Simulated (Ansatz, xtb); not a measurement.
Isomers of C2H6Cl2Si in order of energy

3 gas-phase structures of C2H6Cl2Si, found in a search over its isomers (lower ones may exist). Each was relaxed with GFN2-xTB; where two conformers were screened, the lower at r2SCAN-D4/def2-SVP is listed:

A. `CC[SiH](Cl)Cl`, a singlet
B. `C[C@H](Cl)[SiH2]Cl`, a singlet
C. `C[Si](C)(Cl)Cl`, a singlet

**Question.** Estimate their order in r2SCAN-D4/def2-SVP energy at these geometries, lowest first.

**Answer.** Calculated order at r2SCAN-D4/def2-SVP: C (0.0), A (14.5), B (53.5) kcal/mol.

Energies above the lowest of each column, in kcal/mol; the last columns are at PBE-D3(BJ)/def2-SVP geometries and were run for some of them only (a dash: not run or not comparable):

```csv
structure,GFN2-xTB,HF/STO-3G,r2SCAN-D4/def2-SVP,PBE-D3(BJ)/def2-SVP,CCSD(T)/def2-SVP + ΔMP2/def2-TZVPP
C,4.8,0.0,0.0,0.0,0.0
A,0.0,14.7,14.5,13.2,14.6
B,25.6,52.0,53.5,–,–
```

CCSD(T)/def2-SVP + ΔMP2/def2-TZVPP puts C lowest of those it was run on; GFN2-xTB picks A. Flexible structures stand in one conformer each, not always the lowest. Frequencies (PBE-D3(BJ)/def2-SVP) were run for A, C alone. ΔMP2 is the change of the MP2 energy from the smaller to the larger basis.

Programs: Ansatz 0.2.0, xtb 6.7.1.
